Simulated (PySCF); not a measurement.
**A small calculation by hand: oscillator strength and radiative lifetime**

Sn(F)3(SH) (F₃HSSn), SMILES [Sn]([F])([SH])([F])[F].

Geometry optimised at B3LYP-D3(BJ)/def2-SVP. The structure was generated by enumeration; whether it is a known compound was not checked. The def2 effective core potentials stand for the cores of Sn; spin–orbit coupling is left out. Other conformers were not sampled.

TDA-PBE/def2-SVPD run with PySCF 2.14.0 puts the first singlet state with f over 0.02 at 5.62 eV (vertical), with the transition dipole (-0.060, -1.016, 0.000) in atomic units.

### Question
Find the oscillator strength, the wavelength and the radiative lifetime that this transition would have in vacuum if emission retraced absorption.

### Answer

|μ|² = 1.0359 au, so |μ| = 2.59 D. ΔE = 5.62/27.211 = 0.2065 hartree. f = (2/3) ΔE |μ|² = 0.143 (the program prints 0.143).
λ = 1239.84/5.62 = 221 nm; ν = 45328 cm⁻¹.
Einstein's coefficient A = 0.6670 ν² f s⁻¹ (ν in cm⁻¹) = 2.0e8 s⁻¹, so τ = 1/A = 5.1 ns. This state is S5; the lower singlets have f = 0.008, 0.000, 0.004, 0.008. The figure is the radiative limit of this one transition; relaxation, internal conversion, crossing to triplets and a medium change what is measured.
